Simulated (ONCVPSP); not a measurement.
## Te (Z = 52): from the effect back to the setting (ONCV)

Base potential:

| Item | Value |
| --- | --- |
| Element | tellurium (Te) |
| Generator | ONCVPSP 4.0.1 |
| Type | optimised norm-conserving Vanderbilt (ONCV) |
| Functional | PBE |
| Relativity | scalar-relativistic |
| Frozen core | [Kr] |
| Valence charge | 16 |
| Reference configuration | 4d10 5s2 5p3 (charge +1) |
| Partial waves | 5s: rc 1.85 bohr, ncon 3, nbas 7, qcut 3.8 1/bohr, 1 projector; 5p: rc 2.00 bohr, ncon 4, nbas 7, qcut 3.7 1/bohr, 2 projectors, debl 0.7 Ha; 4d: rc 1.40 bohr, ncon 4, nbas 8, qcut 9.7 1/bohr, 1 projector |
| Local potential | polynomial inside 1.20 bohr (lpopt 5, dvloc0 0 Ha) |
| Core correction | Teter function, fcfact 4, rcfact 1.5 |

Cutoffs, loose and tight: the cutoffs (Ha) at which the residual kinetic energy of the hardest occupied pseudo-wave falls to 1 and 0.1 mHa per electron. They do not see the model core or the augmentation charge, which bear on the density cutoff. Test errors are all-electron minus pseudo excitation energies from the reference, over the configurations 4d10 5s2 5p4; 4d10 5s2 5p2; 4d10 5s2 5p1; 4d9 5s2 5p4; variants that change the core or the reference have their own tests. The largest error is taken over the tests solved by every variant that gives reliable tests at all, those not shown here included: 4d10 5s2 5p1; 4d10 5s2 5p2; 4d10 5s2 5p4.

Only the scale of all radii but the core radius (base = 1) is moved (2 further runs of the sweep failed or gave no value and are left out):

```tsv
scale of all radii but the core radius (base = 1)	cutoff, loose	cutoff, tight	bound ghosts	largest test error (meV)
0.78	64 Ha	168 Ha	s, p	+4.3
0.99	41 Ha	47 Ha	s	-3.2 over the solved tests; 1 of 4 tests not solved or not reliable
1.06	39 Ha	43 Ha	s	-3.4
1.1	38 Ha	42 Ha	s	-3.8
1.18	36 Ha	40 Ha	s	-9.5
1.32	33 Ha	37 Ha	s	-36
```

One more run gave cutoff, loose: 34 Ha; cutoff, tight: 39 Ha; bound ghosts: s; largest test error (meV): -21. Which value of the scale of all radii but the core radius (base = 1) was used?

1.26. The loose cutoff moves one way along this sweep, from 64 Ha at 0.78 to 33 Ha at 1.32, which places the run between 1.18 and 1.32.
